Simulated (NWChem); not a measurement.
F[Se][SeH] (HSe₂F), optimised at PBE0/def2-SVP with NWChem:

```
Property                           Value
---------------------------------  -----
highest occupied level (eV)        -7.02
orbital gap (eV)                    5.43
dipole (D)                          2.17
highest harmonic frequency (cm⁻¹)   2392
zero-point energy (kcal/mol)         6.7
```

All stand in one matching conformer (torsions within 35°), which need not be the lowest. This build's default masses of Se (78.918 u) and Br (79.917 u) are each other's, which moves their modes by up to 0.6 %.

Problem. One Se atom is replaced by S, giving F[Se]S (HSeSF), optimised at the same level. How do these values move?

Solution. 
```csv
quantity,new value,change
highest occupied level (eV),-7.01,+0.01
orbital gap (eV),5.48,+0.05
dipole (D),2.17,0.00
highest harmonic frequency (cm⁻¹),2650,+258
zero-point energy (kcal/mol),7.5,+0.8
```
